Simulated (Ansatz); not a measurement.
A search over several starts for the lowest SCF solution of CuN2H6, that is [Cu(NH3)2]+ with one electron more at the given spin, in a small basis.

```yaml
crystal:
  periodic: [false, false, false]
  atoms:
    - {symbol: Cu, position_ang: [0.000008, -0.000004, -0.000001]}
    - {symbol: N, position_ang: [-0.003651, -0.014214, 1.923649]}
    - {symbol: H, position_ang: [-0.420314, 0.827993, 2.313844]}
    - {symbol: H, position_ang: [0.935428, -0.079390, 2.309727]}
    - {symbol: H, position_ang: [-0.528264, -0.799764, 2.301622]}
    - {symbol: N, position_ang: [0.003651, 0.014211, -1.923646]}
    - {symbol: H, position_ang: [-0.937497, 0.018215, -2.310164]}
    - {symbol: H, position_ang: [0.474319, -0.799195, -2.313537]}
    - {symbol: H, position_ang: [0.476309, 0.832137, -2.301483]}
basis:
  gaussian: {orbitals: def2-SVP}
magnetization: {spin_polarized: true, initial_magnetization: 1}
hamiltonian: {xc: pbe0, dispersion: d4}
output: {orbitals: {seedname: orbitals}}
```

```sh
$ ansatz run in.yaml --threads 2 --pin off --events-out ev --progress --plain --max-ram 4352MiB
```

Shortened log:

```
Functional definition: PBE0
950 factors; integrals over basis functions are off by at most 9.7e-4 eV
mean field evaluation 1: about -47687.8069 eV, gradient 5.4e1 eV
mean field evaluation 2: about -47440.2279 eV, gradient 2.7e2 eV
mean field evaluation 4: about -47698.7102 eV, gradient 1.3e1 eV
mean field evaluation 8: about -47699.4106 eV, gradient 8.7e-1 eV
mean field evaluation 16: about -47699.4148 eV, gradient 2.3e-4 eV
mean field -47699.41482927 eV, -1752.9211631511 hartree, gradient 8.6e-5 eV, S^2 0.752571; 0 other end points of the search recorded, 0 dependent functions left out
reference -47699.41487873 eV, -1752.9211649688 hartree; 25, 24 occupied and 64, 65 virtual orbitals, 950 factors
Total energy: -47699.50993147 eV, -1752.9246580925 hartree
```

Run time 6 s (2 threads of Intel Xeon Platinum 8259CL on a shared host).
